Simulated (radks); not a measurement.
Pb38+, configuration [Kr] 4d8. All-electron calculation, non-relativistic Kohn-Sham, TPSS, spin-polarised, spherical densities, point nucleus; open shells are filled with parallel spins first (spin-orbit coupling, left out, can overturn this in heavy ions); meta-GGA in the generalised Kohn-Sham scheme; relativity is left out, which matters for an element this heavy. Program: a radial shooting solver on a logarithmic mesh with Libxc functionals. Some entries of the table are withheld. Estimate them.

orbital,occ.,eigenvalue (eV),<1/r> (bohr^-1),r(max) (bohr)
1s down,1,-80644.85,81.46,0.01225
1s up,1,-80644.84,81.46,0.01225
2s up,1,-14927.72,19.20,0.06650
2s down,1,-14925.19,19.21,0.06649
2p up,3,-14428.86,19.24,0.05157
2p down,3,-14426.98,19.24,0.05156
3s up,1,-4758.149,7.553,0.1804
3s down,1,-4757.309,7.555,0.1804
3p up,3,-4526.385,7.502,0.1695
3p down,3,-4525.364,7.503,0.1695
3d up,5,-4098.613,(1),(2)
3d down,5,-4096.611,(3),(4)
4s up,1,-2097.820,3.660,0.3818
4s down,1,-2092.541,3.656,0.3818
4p up,3,-1993.826,3.602,(5)
4p down,3,-1988.473,3.597,(6)
4d up,5,-1807.163,3.490,0.3618
4d down,3,-1801.669,3.488,0.3619

Answer. 
(1) 3d up <1/r> (bohr^-1): 7.418
(2) 3d up r(max) (bohr): 0.1331
(3) 3d down <1/r> (bohr^-1): 7.417
(4) 3d down r(max) (bohr): 0.1331
(5) 4p up r(max) (bohr): 0.3776
(6) 4p down r(max) (bohr): 0.3776
